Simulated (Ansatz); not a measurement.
System: C$_{4}$H$_{3}$FN$_{2}$ (charge 0, singlet). 
Geometry from a B3LYP-D3(BJ)/def2-TZVP (Ansatz, a first-principles code) optimisation:
```
C
N 1 1.3041
C 2 1.3369 1 115.83
F 1 1.3372 2 117.13 3 180.00
H 3 1.0834 2 117.00 1 -180.00
C 3 1.3864 5 121.48 2 180.00
N 6 1.3356 3 121.57 5 -180.00
C 7 1.3247 6 117.19 3 0.00
H 6 1.0830 7 117.28 8 -180.00
H 8 1.0831 7 118.92 6 180.00
```

Basis-set convergence of Hartree-Fock and CCSD correlation energies (hartree) with Ansatz. Correlated levels leave the core frozen unless marked. No spin-orbit coupling. Non-relativistic.

The Hartree-Fock reference is unstable (checked in the largest basis), which strains HF and MP2. 

```
basis    functions       E(HF)  E(corr, CCSD)
-------  ---------  ----------  -------------
cc-pVDZ        113  -361.56454       -1.03536
cc-pVTZ        252  -361.66426       -1.26417
cc-pVQZ        475  -361.68957       -1.34085
```

Extrapolating the two largest sets (X = 3 and 4) as X^-3: E(corr) = (64·(-1.34085) - 27·(-1.26417))/37 = -1.3968 Eh, an estimate of the basis-set limit. The largest set recovers 96.0 % of it, the smallest 74.1 %.
